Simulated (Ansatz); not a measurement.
Geometry optimisation, Ansatz, RKS PBE-D4/def2-SVP.

Input file:

```yaml
crystal:
  periodic: [false, false, false]
  atoms:
    - { symbol: O, position_ang: [0.318, 1.8186, -2.0294] }
    - { symbol: C, position_ang: [0.3478, 0.8156, -1.4188] }
    - { symbol: B, position_ang: [-0.3002, 0.7123, -0.0019] }
    - { symbol: Si, position_ang: [-0.0657, -0.939, 1.0045] }
    - { symbol: H, position_ang: [0.8571, -0.042, -1.877] }
    - { symbol: H, position_ang: [-0.8163, 1.6556, 0.4923] }
    - { symbol: H, position_ang: [-0.7749, -2.0213, 0.2565] }
    - { symbol: H, position_ang: [1.315, -1.274, 1.2006] }
    - { symbol: H, position_ang: [-0.7924, -0.7721, 2.3561] }
basis:
  gaussian: { orbitals: def2-SVP }
hamiltonian:
  xc: pbe
  dispersion: d4
relax:
  f_tol: 0.015
  max_steps: 40
```

Run as:

```bash
$ ansatz run input.yaml --threads 1 --pin off --max-ram 2048MiB --backend cpu --events-out ev --progress --plain --runs-dir out
```

Problem. Where does it end, and by what steps?

Solution. The run converged. After 24 steps the energy has fallen by 0.820 eV; O1 moved furthest, 1.38 Å.

```tsv
step	energy less start (eV)	largest force component (eV/Å)	accepted
0	0.0000	4.522	yes
1	-0.3030	1.112	yes
2	-0.2593	2.011	no
3	-0.3775	0.551	yes
4	-0.4096	0.250	yes
5	-0.4403	0.371	yes
6	-0.4679	1.582	yes
7	-0.5572	0.798	yes
8	-0.6225	0.388	yes
9	-0.6640	1.070	yes
10	-0.6915	1.245	yes
11	-0.7380	0.861	yes
12	-0.7764	0.590	yes
13	-0.7761	1.072	no
14	-0.7940	0.224	yes
15	-0.8051	0.131	yes
16	-0.8089	0.513	yes
17	-0.8154	0.158	yes
18	-0.8181	0.041	yes
19	-0.8188	0.110	yes
20	-0.8190	0.103	yes
21	-0.8193	0.052	yes
22	-0.8194	0.023	yes
23	-0.8195	0.018	yes
24	-0.8195	0.012	yes
```

```xyz
9
Properties=species:S:1:pos:R:3
O 0.985 1.646 -0.835
C 0.360 0.804 -1.503
B -0.541 0.490 -0.306
Si -0.026 -0.894 1.072
H 0.604 0.580 -2.574
H -1.542 1.169 -0.176
H -1.013 -2.035 0.984
H 1.353 -1.460 0.847
H -0.091 -0.346 2.474
```

Whether the end is a true minimum wasn't checked by a vibrational analysis.

Time of the run: 2.2 min on 1 thread of Intel(R) Xeon(R) Processor @ 2.50GHz (Skylake/Cascade Lake), on a shared host, peak memory 0.15 GiB.
